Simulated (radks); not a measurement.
Effect of the nuclear size on neutral titanium, [Ar] 3d2 4s2. All-electron calculation, Dirac Kohn-Sham, relativistic LDA (MacDonald-Vosko exchange, VWN5 correlation), spin-unpolarised, spherical densities, finite nucleus; open shells are shared between the two j in proportion to 2j + 1; Fermi nuclear charge, rms radius 3.5921 fm. Program: a radial shooting solver on a logarithmic mesh with Libxc functionals. The rms radius is varied about that value; shifts are against it.

| rms radius (fm) | total energy shift (eV) | density at nucleus (e/bohr^3) | 1s1/2 shift (meV) | 2s1/2 shift (meV) |
|---|---|---|---|---|
| 2.9707 | -0.0153 | 8465 | -6.45 | -0.536 |
| 3.373 | -0.00572 | 8431 | -2.41 | -0.200 |
| 3.5921 | 0 | 8415 | 0.000 | 0.000 |
| 3.7789 | 0.00515 | 8402 | 2.17 | 0.180 |
| 4.4793 | 0.0267 | 8358 | 11.3 | 0.935 |

Slopes of the eigenvalues against <r^2> in GHz/fm^2, as finite differences over the two radii next to the reference (eigenvalue slopes, not the field-shift constants of lines): 1s1/2 382, 2s1/2 31.7.
